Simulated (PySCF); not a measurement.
```xyz
3
charge 0 multiplicity 3, angstrom
Ti    0.0018   -0.3203   -0.4354
F    -0.0021    0.3752   -2.0883
Cl   -0.0013    0.2268    1.7274
```

Method: UPBE0 in PySCF with Ti def2-TZVP, F def2-TZVP, Cl def2-TZVP; no relativity; density-fitted integrals.

This geometry of TiFCl is a stationary point at this level.

Task: What is the point group?

Result: Cs.

Task: Is it a minimum?

Result: Yes: all harmonic wavenumbers are real.

Task: Which band is strongest in the infrared?

Result: 699 cm⁻¹ (a'), 206 km/mol.

Task: What are the dipole moment and the gap between the highest occupied and lowest empty levels of either spin?

Result: 2.41 D and 3.33 eV.

Task: Give the ideal-gas entropy at 298.15 K and 1 bar by parts.

Result: translation 166.5, rotation 101.9, vibration 20.5, spin 9.1; total 298.1 J/(mol K).

This need not be the most stable arrangement of these atoms. Other spin states or occupations of the open shell can lie lower.
